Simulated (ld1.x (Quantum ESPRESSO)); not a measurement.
An all-electron radial function and its pseudo partner (oxygen)

Columns: radius, all-electron u(r) and pseudo u(r) of the 2p shell (level -9.19 eV) of oxygen in the configuration [He] 2s1.5 2p4.5; PBEsol, scalar-relativistic, TM scheme, ld1.x (Quantum ESPRESSO) 7.5.

| r (bohr) | all-electron | pseudo |
| --- | --- | --- |
| 0.093 | 0.0917 | 0.0299 |
| 0.185 | 0.2616 | 0.1144 |
| 0.278 | 0.4344 | 0.2433 |
| 0.370 | 0.5783 | 0.3963 |
| 0.463 | 0.6896 | 0.5557 |
| 0.555 | 0.7670 | 0.6982 |
| 0.648 | 0.8159 | 0.8111 |
| 0.740 | 0.8403 | 0.8836 |
| 0.833 | 0.8460 | 0.9165 |
| 0.925 | 0.8375 | 0.9148 |
| 1.018 | 0.8186 | 0.8878 |
| 1.110 | 0.7926 | 0.8460 |
| 1.203 | 0.7614 | 0.7970 |
| 1.295 | 0.7274 | 0.7480 |
| 1.388 | 0.6914 | 0.7011 |
| 1.480 | 0.6550 | 0.6586 |
| 1.573 | 0.6183 | 0.6192 |
| 1.665 | 0.5825 | 0.5826 |
| 1.758 | 0.5472 | 0.5472 |
| 1.850 | 0.5135 | 0.5135 |
| 1.943 | 0.4808 | 0.4808 |
| 2.035 | 0.4500 | 0.4500 |
| 2.128 | 0.4203 | 0.4203 |
| 2.220 | 0.3925 | 0.3925 |
| 2.313 | 0.3660 | 0.3660 |
| 2.405 | 0.3412 | 0.3412 |

How many radial nodes do the two functions have?

The all-electron 2p function has n − l − 1 = 0; the pseudo-wave has 0.

At about which radius was the pseudo-wave matched?

1.80 bohr. The columns agree to 0.0005 from 1.67 bohr on; several derivatives are matched, so the curves merge somewhat inside the radius.

Where does each function peak?

Outermost all-electron maximum near 0.83 bohr, pseudo maximum near 0.83 bohr (to the table’s step).

Is the pseudo-wave norm-conserving?

Yes: the TM scheme keeps the norm inside the radius equal to the all-electron one, which fixes the energy derivative of the logarithmic derivative at the level.
